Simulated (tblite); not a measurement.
Compound: C7H8NO (doublet state).
Bonds: C1–N2, N2–C3, C3–C4 (aromatic), C4–C5 (aromatic), C5–C6 (aromatic), C6–C7 (aromatic), C7–O8, C7–C9 (aromatic), C3–C9 (aromatic). Hydrogens: H10, H11, H12 on C1; H13 on N2; H14 on C4; H15 on C5; H16 on C6; H17 on C9.

The geometry is computed with GFN2-xTB (gas phase). This method treats the open shell by occupation alone, without spin polarisation.

(1) Give the optimised bond lengths and angles.

## Answers

(1) 
```json
{"bond": "C1–N2", "length (bohr)": "2.719"}
{"bond": "N2–C3", "length (bohr)": "2.577"}
{"bond": "C3–C4", "length (bohr)": "2.670"}
{"bond": "C4–C5", "length (bohr)": "2.636"}
{"bond": "C5–C6", "length (bohr)": "2.581"}
{"bond": "C6–C7", "length (bohr)": "2.753"}
{"bond": "C7–O8", "length (bohr)": "2.345"}
{"bond": "C7–C9", "length (bohr)": "2.713"}
{"bond": "C3–C9", "length (bohr)": "2.614"}
{"bond": "C1–H10, C1–H11, C1–H12", "length (bohr)": "2.064"}
{"bond": "N2–H13", "length (bohr)": "1.900"}
{"bond": "C4–H14", "length (bohr)": "2.038"}
{"bond": "C5–H15", "length (bohr)": "2.043"}
{"bond": "C6–H16", "length (bohr)": "2.039"}
{"bond": "C9–H17", "length (bohr)": "2.042"}
```

Bonds in one row agree within 0.02 bohr and their mean is given. A selection of angles:
```json
{"angle": "C1–N2–C3", "degrees": "125.1"}
{"angle": "N2–C3–C4", "degrees": "121.1"}
{"angle": "N2–C3–C9", "degrees": "120.2"}
{"angle": "C4–C3–C9", "degrees": "118.7"}
{"angle": "C3–C4–C5", "degrees": "120.7"}
{"angle": "C4–C5–C6", "degrees": "121.3"}
{"angle": "C5–C6–C7", "degrees": "120.6"}
{"angle": "C6–C7–O8", "degrees": "121.4"}
{"angle": "C6–C7–C9", "degrees": "116.2"}
{"angle": "O8–C7–C9", "degrees": "122.3"}
{"angle": "C3–C9–C7", "degrees": "122.4"}
{"angle": "H13–N2–C1", "degrees": "118.1"}
{"angle": "H13–N2–C3", "degrees": "116.6"}
```

Torsions: C1–N2–C3–C4 -3° (synperiplanar).

The 6-membered ring C3–C4–C5–C6–C7–C9 has internal angles of 116.2° to 122.4° (sum 720°, against 720° for a flat polygon); it is planar, 0.00 Å rms from its mean plane, widest ring torsion 0°. The 6 C–C bonds span 1.366 Å (C5–C6, aromatic) to 1.457 Å (C6–C7, aromatic), a spread of 0.091 Å. Of the pairs four or more bonds apart, C1···H14 is among the closest relative to their van der Waals radii: 2.59 Å, 89 % of the sum of Bondi's values. C5 (carbon bonded to 2 C and H) is planar (angles 121.3°, 120.2° and 118.6°, sum 360.0°, 0.00 Å off the plane of its three neighbours). C3 (carbon bonded to 2 C and N) is planar (angles 121.1°, 120.2° and 118.7°, sum 360.0°, 0.00 Å off the plane of its three neighbours). The 2 C–N bonds span 1.364 Å (N2–C3, drawn single) to 1.439 Å (C1–N2, drawn single), a spread of 0.075 Å. The 9 heavy atoms lie in one plane (0.010 Å rms).

GFN2-xTB frequencies show an imaginary mode (108i cm⁻¹), so the point is no minimum at that level.

The run took 0.16 s wall on an Arm Neoverse V2 with one thread, shared host with 96 logical CPUs at a one-minute load of 58. This is the geometry optimisation.

One conformer stands for the species.
